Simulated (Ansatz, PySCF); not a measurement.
C₂H₉FSi₂, SMILES CC[SiH2][SiH2]F. Atoms are numbered in the order given.

```xyz
14

C     -3.0951    -0.1673     0.1406
C     -1.6449    -0.5856    -0.0832
Si    -0.4111     0.8467    -0.0890
Si     1.7681     0.0195    -0.3232
F      1.9915    -1.1107     0.8393
H     -3.4447     0.5201    -0.6458
H     -3.2224     0.3483     1.1055
H     -3.7707    -1.0373     0.1411
H     -1.3144    -1.2928     0.6972
H     -1.5370    -1.1247    -1.0404
H     -0.5064     1.6241     1.1882
H     -0.6870     1.7918    -1.2204
H      2.8194     1.0669    -0.1550
H      1.9665    -0.6504    -1.6449
```

Geometry: PBE0-D3(BJ)/def2-SVP. The structure was generated by enumeration, and PubChem lists no compound with its InChIKey, so it may never have been made. One conformer was computed; it need not be the lowest.

Two levels are set side by side: PBE-D3(BJ)/def2-SVP (Ansatz, a quantum-chemistry and plane-wave program) and PBE0-D3(BJ)/def2-SVP (Ansatz). Each level has its own optimised geometry; the coordinates shown are those of the second. Frequencies come from the Hessian of PySCF at each geometry. Differences are taken from unrounded values.

| quantity | PBE0-D3(BJ) | PBE-D3(BJ) | PBE-D3(BJ) minus PBE0-D3(BJ) |
|---|---|---|---|
| mean bond length (Å) | 1.453 | 1.463 | 0.010 |
| bond C1–C2 (Å) | 1.526 | 1.534 | 0.008 |
| bond C2–Si3 (Å) | 1.890 | 1.903 | 0.012 |
| bond Si3–Si4 (Å) | 2.343 | 2.351 | 0.008 |
| bond Si4–F5 (Å) | 1.637 | 1.652 | 0.015 |
| bond C1–H6 (Å) | 1.101 | 1.110 | 0.008 |
| bond C1–H7 (Å) | 1.101 | 1.109 | 0.008 |
| bond C1–H8 (Å) | 1.102 | 1.110 | 0.008 |
| bond C2–H9 (Å) | 1.104 | 1.112 | 0.008 |
| bond C2–H10 (Å) | 1.104 | 1.112 | 0.008 |
| bond Si3–H11 (Å) | 1.498 | 1.509 | 0.010 |
| bond Si3–H12 (Å) | 1.500 | 1.510 | 0.010 |
| bond Si4–H13 (Å) | 1.494 | 1.506 | 0.012 |
| bond Si4–H14 (Å) | 1.495 | 1.507 | 0.012 |
| highest harmonic wavenumber (cm⁻¹) | 3146 | 3057 | -90 |
| mean harmonic wavenumber (cm⁻¹) | 1252 | 1212 | -40 |
| zero-point energy (kcal/mol) | 64.44 | 62.38 | -2.06 |

Exact exchange shortens and stiffens bonds; PBE has none. Differences between two approximate levels are no errors against the true value.
